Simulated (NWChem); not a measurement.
System: BeHOBr; SMILES [OH][Be][Br]

Computed with NWChem. Structure relaxed at the PBE0/def2-SVP level. One conformer.

Diagonal of the polarisability tensor at CAM-B3LYP/def2-SVPD, static: 33.89, 50.34, 33.85 bohr³.

Q: Find the mean polarisability volume, the molar refraction, and the refractive index that an ideal gas of it would have at 273.15 K and 1 atm.

A: 
1. Mean: one third of the trace = 39.36 bohr³ × 0.14818 Å³/bohr³ = 5.83 Å³.
2. Molar refraction (Lorentz-Lorenz): (4π/3) N_A α = 14.7 cm³/mol.
3. Number density p/kT = 2.687 × 10⁻⁵ Å⁻³; n − 1 = 2π N α = 9.85 × 10⁻⁴.
4. These hold the electronic response alone: vibrational and orientational terms add to the static dielectric constant.
